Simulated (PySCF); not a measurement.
Predicted microwave data (PBE0-D3(BJ)/def2-SVP geometry optimisation, gas phase (PySCF)) for one isomer of C9H10F2:

- Rotational constants: A = 2421, B = 694.5, C = 637.2 MHz
- Dipole components: |μa| = 1.03 D, |μb| = 0.13 D, |μc| = 1.86 D
- Inertial defect: -143.30 u·Å²
- κ: -0.94

Question: Which candidate fits, each taken in the one conformer that was computed?
A. `[CH3:1][C:2]([F:3])([F:4])[CH2:5][c:6]1[cH:7][cH:8][cH:9][cH:10][cH:11]1` with C1–C2–C5–C6 -56°, C2–C5–C6–C7 106°
B. `[CH3:1][CH2:2][C:3]([F:4])([F:5])[c:6]1[cH:7][cH:8][cH:9][cH:10][cH:11]1` with C1–C2–C3–F4 58°, C2–C3–C6–C7 92°
C. `C#C[C@@H]1C[C@H]2C[C@H]([C@@H]2F)[C@@H]1F`
D. `[CH3:1][C@@H:2]1[CH2:3][C@@:4]12[C:5]([F:6])=[CH:7][CH:8]=[C:9]2[CH2:10][F:11]` with C8–C9–C10–F11 -135°

Answer: B. It is CCC(F)(F)c1ccccc1, a near-prolate asymmetric top. The candidates at the same level (rigid rotor, commonest isotopes):

| SMILES | A (MHz) | B (MHz) | C (MHz) | μa (D) | μb (D) | μc (D) | Δ (u·Å²) | point group | rotor |
| --- | --- | --- | --- | --- | --- | --- | --- | --- | --- |
| C#C[C@@H]1C[C@H]2C[C@H]([C@@H]2F)[C@@H]1F | 2262 | 809.7 | 723.1 | 0.61 | 1.62 | 1.34 | -148.70 | C1 | asymmetric top |
| CCC(F)(F)c1ccccc1 | 2421 | 694.5 | 637.2 | 1.03 | 0.13 | 1.86 | -143.30 | near Cs | near-prolate asymmetric top |
| CC(F)(F)Cc1ccccc1 | 2515 | 651.4 | 595.4 | 1.54 | 1.26 | 0.44 | -128.04 | C1 | near-prolate asymmetric top |
| C[C@@H]1C[C@@]12C(F)=CC=C2CF | 1577 | 1011 | 719.5 | 0.46 | 0.02 | 1.15 | -118.24 | C1 | asymmetric top |

`C[C@@H]1C[C@@]12C(F)=CC=C2CF` has B 46 % too high; `CC(F)(F)Cc1ccccc1` has C 7 % too low; `C#C[C@@H]1C[C@H]2C[C@H]([C@@H]2F)[C@@H]1F` has B 17 % too high. No structure here is proved a minimum.
